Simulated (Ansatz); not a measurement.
Geometry optimisation, RKS B3LYP-D4/def2-SVP in Ansatz 0.2.0.

Input:

```yaml
crystal:
  periodic: [false, false, false]
  atoms:
    - { symbol: Zr, position_ang: [0.0, 0.0, 0.0] }
    - { symbol: F, position_ang: [0.0, 0.0, 1.98] }
    - { symbol: F, position_ang: [1.8671, 0.0, -0.6593] }
    - { symbol: F, position_ang: [-0.9326, 1.6157, -0.6593] }
    - { symbol: O, position_ang: [-0.975, -1.6891, -0.6893] }
    - { symbol: H, position_ang: [-1.4296, -2.1548, 0.0831] }
basis:
  gaussian: { orbitals: def2-SVP }
hamiltonian:
  xc: b3lyp
  dispersion: d4
relax:
  f_tol: 0.02
  max_steps: 40
```

Run as:

```bash
$ ansatz run input.yaml --threads 1 --pin off --max-ram 2048MiB --backend cpu --events-out ev --progress --plain --runs-dir out
```

Task: Where does it end, and by what steps?

Result: The run converged. After 8 steps the energy has fallen by 0.622 eV; H6 moved furthest, 0.58 Å.

```json
{"step": "0", "energy less start (eV)": "0.0000", "largest force component (eV/Å)": "2.500", "accepted": "yes"}
{"step": "1", "energy less start (eV)": "-0.4202", "largest force component (eV/Å)": "1.232", "accepted": "yes"}
{"step": "2", "energy less start (eV)": "-0.4926", "largest force component (eV/Å)": "0.491", "accepted": "yes"}
{"step": "3", "energy less start (eV)": "-0.5302", "largest force component (eV/Å)": "0.469", "accepted": "yes"}
{"step": "4", "energy less start (eV)": "-0.5540", "largest force component (eV/Å)": "1.337", "accepted": "yes"}
{"step": "5", "energy less start (eV)": "-0.5601", "largest force component (eV/Å)": "0.508", "accepted": "yes"}
{"step": "6", "energy less start (eV)": "-0.6209", "largest force component (eV/Å)": "0.110", "accepted": "yes"}
{"step": "7", "energy less start (eV)": "-0.6216", "largest force component (eV/Å)": "0.027", "accepted": "yes"}
{"step": "8", "energy less start (eV)": "-0.6217", "largest force component (eV/Å)": "0.005", "accepted": "yes"}
```

```xyz
6
Properties=species:S:1:pos:R:3
Zr -0.004 0.024 0.100
F 0.159 0.264 1.991
F 1.744 -0.093 -0.669
F -0.917 1.530 -0.646
O -0.981 -1.574 -0.269
H -1.472 -2.378 -0.452
```

Whether the end is a true minimum wasn't checked by a vibrational analysis.

Time of the run: 44 s on 1 thread of Arm Neoverse V2, with other jobs on the host, peak memory 0.18 GiB.
